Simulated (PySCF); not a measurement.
## A ladder of Hamiltonians for Cs⁴⁹⁺ (caesium, charge +49)

Occupied: 1s1/2, 2s1/2, 2p1/2. Hartree-Fock calculated with PySCF 2.14 in an uncontracted even-tempered set (19 s from 9.2 bohr⁻², ratio 2.3; 15 p from 11 bohr⁻², ratio 2.3), Gaussian nucleus throughout. NR is non-relativistic, sf-X2C the spin-free one-electron X2C Hamiltonian, X2C adds the bare one-electron spin-orbit term, X2C-SNSO screens it by Boettger's factors, DC is four-component Dirac-Coulomb, and the Gaunt and Breit terms are added at first order (total energies over the DC spinors, levels after relaxing the spinors in that mean field). QED terms are absent. Levels marked empty are virtual spinors of this ion.

| level (eV) | X2C | X2C-SNSO |
| --- | --- | --- |
| 1s1/2 | -40591.0 | -40592.0 |
| 2s1/2 | -9532.6 | -9533.0 |
| 2p1/2 | -9372.7 | -9361.7 |
| 2p3/2 (empty) | -8725.8 | -8730.4 |
| 3s1/2 (empty) | -3970.2 | -3970.2 |

Where do the four-component calculations put these levels?

1s1/2: DC -40617.3, DC+Gaunt -40537.4, DC+Breit -40540.0; 2s1/2: DC -9536.2, DC+Gaunt -9528.2, DC+Breit -9528.9; 2p1/2: DC -9364.4, DC+Gaunt -9348.0, DC+Breit -9349.9; 2p3/2 (empty): DC -8730.9, DC+Gaunt -8722.7, DC+Breit -8724.6; 3s1/2 (empty): DC -3971.0, DC+Gaunt -3968.8, DC+Breit -3969.1 (eV).

| Hamiltonian | E (hartree) | E − E(DC) (hartree) | CPU seconds |
| --- | --- | --- | --- |
| X2C | -4561.2037 | 0.7811 | 0.36 |
| X2C-SNSO | -4560.3831 | 1.6017 | 0.35 |
| DC | -4561.9849 | 0.0000 | 13 |
| DC+Gaunt | -4558.0193 | 3.9656 | 26 |
| DC+Breit | -4558.2252 | 3.7596 | 74 |

Weight of the small component: 1s1/2 0.0414, 2s1/2 0.00968, 2p1/2 0.00964, 2p3/2 0.00908, 3s1/2 0.00395.

Koopmans' value for the highest occupied level at DC+Breit: 9349.9 eV, against an ionisation energy of 9350 ± 4 eV (theoretical estimate listed by NIST; NIST Atomic Spectra Database, ionization energies); the former lacks relaxation, correlation, QED and recoil.

The whole ladder took 120 s of wall time on 1 thread of Neoverse-V1 (shared host), launched as `OMP_NUM_THREADS=1 python relrun2.py TASK.json OUT` (a driver that calls PySCF for each Hamiltonian).
